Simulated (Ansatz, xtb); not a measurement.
# Two isomers of F3GeH3OSi

Structure a: `F[Si](F)(F)[O][GeH3]`, a singlet. Structure b: `[F][GeH2][O][SiH](F)F`, a singlet. Both are isolated molecules in the gas phase, relaxed with PBE0-D4/def2-SVP, each in the lowest conformer that the search found.

**Question.** Estimate which is lower in electronic energy at CCSD(T)/def2-SVP + ΔMP2/def2-TZVPP, and by roughly how much.

**Answer.** The CCSD(T)/def2-SVP + ΔMP2/def2-TZVPP calculation puts structure a lower, by 78.8 kJ/mol.

Level by level:

| level | geometry | E(b) − E(a) (kJ/mol) | departure from the last row (kJ/mol) | job, with rough time for the two |
| --- | --- | --- | --- | --- |
| PBE0-D4/def2-SVP | PBE0-D4/def2-SVP | +63.8 | −14.9 | optimisation, 34 s |
| HF/def2-SVP | PBE0-D4/def2-SVP | +67.4 | −11.4 | part of the CCSD(T) run |
| MP2/def2-SVP | PBE0-D4/def2-SVP | +63.5 | −15.3 | part of the CCSD(T) run |
| CCSD(T)/def2-SVP | PBE0-D4/def2-SVP | +63.6 | −15.2 | single point |
| CCSD(T)/def2-SVP + ΔMP2/def2-TZVPP | PBE0-D4/def2-SVP | +78.8 |  | single point, 38 s |

As drawn, b has 1 F–Ge, 1 Si–H in place of 1 F–Si, 1 Ge–H.

The levels shown agree on the order. The largest departure from CCSD(T)/def2-SVP + ΔMP2/def2-TZVPP is that of MP2/def2-SVP, 15.3 kJ/mol. Levels run at GFN2-xTB geometries aren't shown. The last row adds to CCSD(T) the change of the MP2 difference between the two basis sets, here +15.2 kJ/mol, a large step that makes the value less sure.

With thermal terms from frequencies at re-optimised GFN2-xTB minima (ideal gas, soft modes damped towards free rotors, one conformer each, 298.15 K, 1 atm): on the last row, ΔE + ΔZPE = +77.6, ΔH = +77.8, ΔG = +78.1 kJ/mol.

The correlated steps freeze 18 core orbitals; the filled d shell of Ge is correlated, in a basis made for valence electrons. Run with Ansatz 0.2.0, xtb 6.7.1; the last row on 2 threads of Intel(R) Xeon(R) 6975P-C (Granite Rapids) on a shared host.
